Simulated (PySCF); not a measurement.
A structure optimised at B3LYP-D3(BJ)/def2-SVP, used in a PySCF frequency run:

```xyz
4

Sn     0.0000     0.0000     0.0000
Br    -2.4247     0.0000     0.0000
Br     1.2124     2.0999     0.0000
Br     1.2124    -2.0999     0.0000
```
Charge +1, spin multiplicity 1.

Question: Write its SMILES, formula and point group.

Answer: [Br][Sn+]([Br])[Br], Br₃Sn, D3h

Question: What are its rotational constants (standard atomic weights)?

Answer: 0.71718, 0.71718, 0.35859 GHz
